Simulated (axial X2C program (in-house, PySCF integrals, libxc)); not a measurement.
Potential curves of CrH, two-component

Computed with an in-house relativistic program for diatomic molecules. Two-component (2c) means X2C with spin–orbit coupling and atomic mean-field two-electron Coulomb and Gaunt terms. Basis: Cr dyall-cv3z [9s10p6d3f2g], H dyall-v3z [6s2p1d] (cores contracted in-house); Gaussian nuclei, density fitting, unrestricted open shells. Masses: Cr 51.941 u, H 1.008 u.

State: Ω = 5/2 (⟨Sz⟩ = 2.50, ⟨Lz⟩ = 0.00 at PBE0). Energies in cm⁻¹ from the fragments at the same level (Cr + H). Fits are polynomials in 1 − R0/R over 0.85 to 1.23 times the lowest point R0.

```json
{"R (Å)": "1.4399", "PBE0": "-14927", "BHandHLYP": "-15710"}
{"R (Å)": "1.5061", "PBE0": "-16343", "BHandHLYP": "-17221"}
{"R (Å)": "1.5557", "PBE0": "-16978", "BHandHLYP": "-17912"}
{"R (Å)": "1.6054", "PBE0": "-17320", "BHandHLYP": "-18299"}
{"R (Å)": "1.6550", "PBE0": "-17420", "BHandHLYP": "-18434"}
{"R (Å)": "1.7129", "PBE0": "-17288", "BHandHLYP": "-18333"}
{"R (Å)": "1.7709", "PBE0": "-16945", "BHandHLYP": "-18012"}
{"R (Å)": "1.8453", "PBE0": "-16269", "BHandHLYP": "-17356"}
{"R (Å)": "1.9364", "PBE0": "-15190", "BHandHLYP": "-16288"}
{"R (Å)": "2.0688", "PBE0": "-13340", "BHandHLYP": "-14434"}
```

One determinant describes the state; a PBE0 search over occupations chose it and may have missed a lower one. Dissociation energies refer to the lowest single-determinant-based atoms at the same level and basis. Density functionals use the spin component along the axis (collinear). With several unpaired electrons one determinant need not be a pure state. This is the top spin component of a Σ state; components of lower Ω are not single determinants and can lie lower.

Problem. What are Re, ωe and De at the PBE0 level?

Solution. At PBE0, 2c: Re = 1.653 Å, ωe ≈ 1660 cm⁻¹, De = 2.16 eV to Cr + H; Be follows as 6.24 cm⁻¹.

Problem. What are Re, ωe and De at the BHandHLYP level?

Solution. At BHandHLYP, 2c: Re = 1.661 Å, ωe ≈ 1670 cm⁻¹, De = 2.29 eV to Cr + H; Be follows as 6.18 cm⁻¹.
